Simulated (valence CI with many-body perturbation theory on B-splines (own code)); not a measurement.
## Pt⁶⁴⁺ in three bases

Calculated by relativistic CI+MBPT: four valence electrons over a frozen Dirac-Fock core [Ne], radial functions for each j: 9 s, 9 p, 8 d, 6 f, 3 g, 1 h, with the one-electron correlation potential Σ1, the two-electron term Σ2, the three-electron term Σ3, Breit, model QED; selected CI, second order for the rest, scaled by the run's own slope (own B-spline code, finite nucleus).

The last digits are not significant, and no measured levels were compared; by estimate large intervals hold to a few tenths of a per cent, small ones and those within an open d or f shell to about a per cent.

The reference run has the lowest level (3s^2 3p1/2^2) J=0 and an ionisation energy of 7514.49 eV. Its largest variational space holds 20000 state functions.

Levels are named by their leading jj configuration (3d3/2^4 stands for four electrons in 3d with j = 3/2), which in mixed levels can hold well under half, so a name can repeat and another be missing.

Changed runs:
A. basis 6 s, 6 p, 5 d, 3 f, 1 g
B. basis 5 s, 5 p, 4 d, 2 f

Excitation energies of the reference run in cm⁻¹, and shifts in cm⁻¹:

| Level | Reference | A | B |
| --- | --- | --- | --- |
| (3s^2 3p1/2 3p3/2) J=1 | 3633130 | -115 | -341 |
| (3s^2 3p1/2 3p3/2) J=2 | 3712620 | +12 | +83 |
| (3s 3p1/2^2 3p3/2) J=2 | 5117950 | -129 | -366 |
| (3s 3p1/2^2 3p3/2) J=1 | 5350720 | -24 | -17 |
| (3s^2 3p1/2 3d3/2) J=2 | 5531240 | +85 | +271 |
| (3s^2 3p1/2 3d3/2) J=1 | 5918100 | +343 | +1295 |
| (3s^2 3p1/2 3d5/2) J=2 | 6538940 | +132 | +484 |
| (3s^2 3p1/2 3d5/2) J=3 | 6550850 | +255 | +894 |
| (3s 3p1/2^2 3d3/2) J=1 | 7053250 | +21 | +86 |
| (3s 3p1/2^2 3d3/2) J=2 | 7117040 | +116 | +438 |
| (3s^2 3p3/2^2) J=2 | 7408380 | -90 | -211 |
| (3s^2 3p3/2^2) J=0 | 7583270 | +0.6 | +125 |
| Ionisation energy (eV) | 7514.49 | -0.033 | -0.12 |
